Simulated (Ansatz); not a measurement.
Frontier orbitals of `[CH3][Ge]([F])([F])[Br]`.

Z-matrix (Å, degrees):
```
C
Ge 1 1.918
H 1 1.090 2 108.7
H 1 1.089 2 109.3 3 -119.9
H 1 1.089 2 109.3 3 119.9
F 2 1.721 1 111.0 3 -58.1
F 2 1.721 1 111.0 3 57.3
Br 2 2.274 1 115.6 3 179.6
```

Total charge 0; spin multiplicity 1. Correlated methods include outer-core shells of Br, Ge, which these sets cover unevenly. Scalar relativity is left out up to krypton. The structure was optimised at the PBE0-D4/def2-TZVP level. Basis def2-TZVPP, Ansatz 0.2.0.

Orbital energies of one run (eV). Highest occupied ones, from the top: -8.01, -8.06, -8.95, -9.98, -10.03, -10.22, -10.92, -11.19, -11.21, -11.77, -12.06, -14.35, -19.32, -20.61. Empty: -1.44, 0.23, 0.57, 1.17, 2.60, 2.66.

(1) Which functional gave them?
A. PBE
B. r2SCAN
C. ωB97X-V
D. PBE0

Answers

(1) B. HOMO energies: r2SCAN -8.01, ωB97X-V -11.38, PBE0 -9.00, PBE -7.65 eV.
